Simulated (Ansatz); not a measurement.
The cluster Li7, 7 atoms. Hardware: 4 threads of Arm Neoverse V1 on a shared host.

Correlated methods freeze no core orbitals; core or outer-core shells of Li are correlated, in sets that lack core-valence functions.

How many basis functions does each of these Ansatz runs have, and roughly what does it cost? B3LYP/6-31G, charge 0 doublet, energy; PBE0/def2-TZVPD, charge -1 singlet, energy, from earlier orbitals; PBE0/def2-TZVPD, charge -1 singlet at the geometry of the charge 0 doublet, energy; PBE/def2-SVP, charge 0 doublet, energy, from earlier orbitals; ωB97X-V/def2-TZVP, charge 0 doublet, energy, from earlier orbitals; PBE0/def2-SVP, charge 0 doublet, energy, from earlier orbitals; ωB97M-V/def2-TZVP, charge 0 doublet, energy, from earlier orbitals; PBE/def2-TZVP, charge 0 doublet, energy, from earlier orbitals; MP2/def2-TZVP, charge 0 doublet, energy, from earlier orbitals; PBE0/def2-TZVP, charge 0 doublet, energy, from earlier orbitals; r2SCAN/def2-TZVP, charge 0 doublet, energy, from earlier orbitals; BHLYP/def2-TZVP, charge 0 doublet, energy and forces, from earlier orbitals.

Other jobs shared the machine, so times can vary by a factor of up to 3. A dash marks memory too small to be measured apart from the calling script's.

```
                                                                               run  functions  fitting or Cholesky vectors  wall time  peak host memory (GiB)
                    MP2/def2-TZVP, charge 0 doublet, energy, from earlier orbitals         98                         1064      0.8 s                       –
                     PBE/def2-SVP, charge 0 doublet, energy, from earlier orbitals         63                          903      1.4 s                       –
                    PBE/def2-TZVP, charge 0 doublet, energy, from earlier orbitals         98                          903      1.4 s                       –
                 PBE0/def2-TZVPD, charge -1 singlet, energy, from earlier orbitals        119                         1155      1.4 s                       –
                                             B3LYP/6-31G, charge 0 doublet, energy         63                          735      1.4 s                       –
       BHLYP/def2-TZVP, charge 0 doublet, energy and forces, from earlier orbitals         98                         1064        2 s                       –
PBE0/def2-TZVPD, charge -1 singlet at the geometry of the charge 0 doublet, energy        119                         1155      2.5 s                       –
                    PBE0/def2-SVP, charge 0 doublet, energy, from earlier orbitals         63                          903      2.7 s                       –
                   PBE0/def2-TZVP, charge 0 doublet, energy, from earlier orbitals         98                          903      4.3 s                       –
                 r2SCAN/def2-TZVP, charge 0 doublet, energy, from earlier orbitals         98                          903      6.5 s                       –
                ωB97M-V/def2-TZVP, charge 0 doublet, energy, from earlier orbitals         98                          903        8 s                       –
                ωB97X-V/def2-TZVP, charge 0 doublet, energy, from earlier orbitals         98                          903       17 s                       –
```
